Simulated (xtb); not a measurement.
xtb input:

```bash
xtb mol.xyz --gfn 2 --sp --chrg 0 --uhf 0
```
mol.xyz:
```
5

F      0.07934602    -0.09680846     2.21894167
Ge     0.01722234    -0.02101262     0.48162918
I      2.18081538    -0.99118306    -0.34446648
I     -1.97236541    -1.38613964    -0.21318622
I     -0.23232222     2.40644874    -0.10994370
```

Question: Predict the final energy.

Answer: -18.30316 Eh (GFN2-xTB).
